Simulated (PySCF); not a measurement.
**Calculated properties of `C=C/C=C/CCC`**

C7H12.
Atom-mapped SMILES: `[CH2:1]=[CH:2]/[CH:3]=[CH:4]/[CH2:5][CH2:6][CH3:7]` (hydrogens: H8, H9 on C1; H10 on C2; H11 on C3; H12 on C4; H13, H14 on C5; H15, H16 on C6; H17, H18, H19 on C7)

**GFN2-xTB geometry**

```
Point group of the GFN2-xTB geometry                  : C1
Rotational constants A, B, C of the GFN2-xTB geometry : 6.428, 1.081, 0.998 GHz
```

**B3LYP/def2-SVPD ground state and vertical TDDFT (core frozen in the response) (PySCF)**

```
Dipole moment                                                     : 0.66 D
HOMO energy                                                       : -6.29 eV
LUMO energy                                                       : -0.84 eV
HOMO–LUMO gap                                                     : 5.45 eV
Lowest singlet excitation                                         : 5.60 eV (221 nm, f = 0.815)
Strongest line among the 8 lowest singlet transitions             : S1 at 5.60 eV (221 nm, f = 0.815)
Lowest triplet excitation (Tamm–Dancoff)                          : 3.23 eV
Static isotropic polarisability                                   : 94.0 au
Electronic spatial extent ⟨r²⟩ about the centre of nuclear charge : 1226 bohr²
```

Monoisotopic mass from the formula: 96.0939 u.

The vertical singlet–triplet gap S1 − T1 is 2.37 eV (TDDFT singlet less Tamm–Dancoff triplet; S1: HOMO→LUMO, weight 0.95; T1: HOMO→LUMO, weight 0.96). A dipole of 0.66 D is allowed in C1, and pure rotational transitions are dipole-allowed. In wavenumbers S1 is 45200 cm⁻¹ (1 eV = 8065.54 cm⁻¹). The largest Löwdin shares of the HOMO are 0.24 on C1, 0.23 on C4, 0.19 on C3 and 0.16 on C2. S1 lies 0.15 eV above the HOMO–LUMO gap; its leading configuration is HOMO→LUMO, weight 0.95. The dipole equals about 2.2 × 10⁻³⁰ C·m (1 D = 3.33564 × 10⁻³⁰ C·m). The largest Löwdin shares of the LUMO are 0.25 on C1, 0.23 on C4, 0.17 on C2 and 0.14 on C3.

One conformer (not necessarily the lowest) at the GFN2-xTB geometry, without solvent, vibrations or thermal averaging.

Shape of the structure used: `[CH2:1]=[CH:2]/[CH:3]=[CH:4]/[CH2:5][CH2:6][CH3:7]`: C1–C2–C3–C4 180°, C3–C4–C5–C6 121°, C4–C5–C6–C7 -65°.
